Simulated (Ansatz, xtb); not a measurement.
Relative energy of two isomers of C3H6BNO2

Structure I is `N#CCCB(O)O`, a singlet and structure II is `CCOB(O)C#N`, a singlet. Both are isolated molecules in the gas phase, relaxed with r2SCAN-D4/def2-SVP; each stands in its lowest conformer found.

I (Å):

```xyz
13

C    -1.9594    0.4737    1.3617
C    -1.3409   -0.8045    1.6969
C    -0.3061   -1.2463    0.6424
B    -0.8341   -1.3754   -0.8539
N    -2.4276    1.4819    1.0158
O    -1.6919   -0.5035   -1.4559
O    -0.3720   -2.4279   -1.5855
H    -0.8852   -0.7089    2.6974
H    -2.1486   -1.5511    1.7937
H     0.5340   -0.5271    0.6445
H     0.1226   -2.2112    0.9557
H    -1.9719    0.2499   -0.9160
H    -0.7123   -2.3946   -2.4908
```

II (Å):

| atom | x (Å) | y (Å) | z (Å) |
| --- | --- | --- | --- |
| C | -0.0617 | 0.6357 | -1.5920 |
| C | -1.4181 | -0.0310 | -1.5101 |
| C | -0.6943 | -2.8181 | -0.8551 |
| B | -1.3114 | -1.8034 | 0.1727 |
| N | -0.2281 | -3.5748 | -1.6077 |
| O | -1.6461 | -0.5567 | -0.2018 |
| O | -1.5127 | -2.1811 | 1.4580 |
| H | 0.7464 | -0.0984 | -1.4448 |
| H | 0.0763 | 1.0998 | -2.5808 |
| H | 0.0332 | 1.4177 | -0.8234 |
| H | -2.2251 | 0.6954 | -1.6940 |
| H | -1.5080 | -0.8341 | -2.2632 |
| H | -1.2540 | -3.0933 | 1.6343 |

Task: Which of the two would you expect CCSD(T)/def2-SVP + ΔMP2/def2-TZVPP electronic energies to favour?

Result: Structure I; the calculation gives E(II) − E(I) = +0.340 eV.

Level by level:

```json
{"level": "GFN2-xTB", "geometry": "GFN2-xTB", "E(II) − E(I) (eV)": "+0.453", "departure from the last row (eV)": "+0.113", "job, with rough time for the two": "optimisation, 0.57 s"}
{"level": "HF/STO-3G", "geometry": "GFN2-xTB", "E(II) − E(I) (eV)": "−0.402", "departure from the last row (eV)": "−0.742", "job, with rough time for the two": "single point, 0.76 s"}
{"level": "r2SCAN-D4/def2-SVP//GFN2-xTB", "geometry": "GFN2-xTB", "E(II) − E(I) (eV)": "+0.299", "departure from the last row (eV)": "−0.042", "job, with rough time for the two": "single point, 4.5 s"}
{"level": "r2SCAN-D4/def2-SVP", "geometry": "r2SCAN-D4/def2-SVP", "E(II) − E(I) (eV)": "+0.325", "departure from the last row (eV)": "−0.015", "job, with rough time for the two": "optimisation, 60 s"}
{"level": "HF/def2-SVP", "geometry": "r2SCAN-D4/def2-SVP", "E(II) − E(I) (eV)": "+0.250", "departure from the last row (eV)": "−0.090", "job, with rough time for the two": "part of the CCSD(T) run"}
{"level": "MP2/def2-SVP", "geometry": "r2SCAN-D4/def2-SVP", "E(II) − E(I) (eV)": "+0.327", "departure from the last row (eV)": "−0.013", "job, with rough time for the two": "part of the CCSD(T) run"}
{"level": "CCSD(T)/def2-SVP", "geometry": "r2SCAN-D4/def2-SVP", "E(II) − E(I) (eV)": "+0.277", "departure from the last row (eV)": "−0.063", "job, with rough time for the two": "single point"}
{"level": "CCSD(T)/def2-SVP + ΔMP2/def2-TZVPP", "geometry": "r2SCAN-D4/def2-SVP", "E(II) − E(I) (eV)": "+0.340", "departure from the last row (eV)": "", "job, with rough time for the two": "single point, 81 s"}
```

As drawn, II has 1 C–O, 1 C–H in place of 1 C–C, 1 O–H.

HF/STO-3G puts the two in the other order. The largest departure from CCSD(T)/def2-SVP + ΔMP2/def2-TZVPP is that of HF/STO-3G, 0.742 eV. The last row adds to CCSD(T) the change of the MP2 difference between the two basis sets, here +0.063 eV.

With thermal terms from frequencies at re-optimised GFN2-xTB minima (ideal gas, soft modes damped towards free rotors, one conformer each, 298.15 K, 1 atm): on the last row, ΔE + ΔZPE = +0.333, ΔH = +0.347, ΔG = +0.314 eV.

The correlated steps freeze 7 core orbitals. Programs: Ansatz 0.2.0, xtb 6.7.1; the last row on 2 threads of Intel(R) Xeon(R) Processor @ 2.70GHz on a shared host.
